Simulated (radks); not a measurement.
Polarisability of neutral krypton, [Kr], at imaginary frequency. Method: non-relativistic Kohn-Sham, LB94 model potential, spin-polarised, spherical densities, point nucleus; computed with a radial shooting solver on a logarithmic mesh with Libxc functionals. Response by self-consistent Sternheimer equations with the Hartree and adiabatic LDA kernel.

w (hartree),alpha1(iw) (bohr^3),alpha2(iw) (bohr^5)
0.00266,16.97,98.77
0.0143,16.96,98.72
0.0360,16.90,98.44
0.0697,16.70,97.54
0.118,16.21,95.34
0.186,15.24,90.82
0.280,13.58,82.80
0.413,11.20,70.64
0.605,8.362,55.04
0.892,5.543,38.19
1.35,3.220,22.95
2.12,1.629,11.53
3.59,0.7175,4.626
6.94,0.2670,1.363
17.5,0.06453,0.2343

Static values: alpha1 = 16.97 bohr^3 (2.515 angstrom^3; uncoupled 26.41), alpha2 = 98.77 bohr^5, alpha3 = 1236 bohr^7. C6 = 130.7, C8 = 4065, triple-dipole C9 = 1604 atomic units. One-pole (London) frequency 4 C6 / (3 alpha1^2) = 0.605 hartree, against 0.529 for minus the highest occupied eigenvalue. Recommended static value: 16.78 bohr^3 (Schwerdtfeger and Nagle, 2023 table).
